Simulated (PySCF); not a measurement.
Delta-SCF ions had no search for a lower state. Excitations are Tamm–Dancoff values on a coarser integration grid. The basis has no diffuse functions, so Rydberg states are missing or too high.

## HCl$_{3}$GeS, SMILES `[SH][Ge]([Cl])([Cl])[Cl]` (charge 0, multiplicity 1)

The numbers are results of ωB97X-D3(BJ)/def2-TZVP // PBE0-D3(BJ)/def2-TZVP (PySCF 2.14.0), not measurements.

| Property | Value |
|---|---|
| HOMO | -10.82 eV |
| dipole moment | 1.44 D |
| HOMO–LUMO gap | 10.97 eV |
| LUMO | 0.15 eV |
| S1 excitation (TDA) | 5.49 eV |
| S1 oscillator strength | 0.010 |
| brightest of the four lowest singlets (TDA) | 7.06 eV |
| T1 excitation (TDA) | 5.04 eV |
| S1–T1 gap (TDA) | 0.45 eV |
| vertical ionisation energy (Delta-SCF) | 10.69 eV |
| total energy | -3856.6065 Ha |
| cost | around 5 core-minutes (rough) |

Bonds (Å): S1–Ge2 2.188, S1–H6 1.346, Ge2–Cl3 2.123, Ge2–Cl4 2.129, Ge2–Cl5 2.129. Bond angles (°): Ge2–S1–H6 92.3, S1–Ge2–Cl3 107.2, S1–Ge2–Cl4 112.4, S1–Ge2–Cl5 112.3, Cl3–Ge2–Cl4 109.2, Cl3–Ge2–Cl5 109.1, Cl4–Ge2–Cl5 106.7.
Charge 0, spin multiplicity 1.
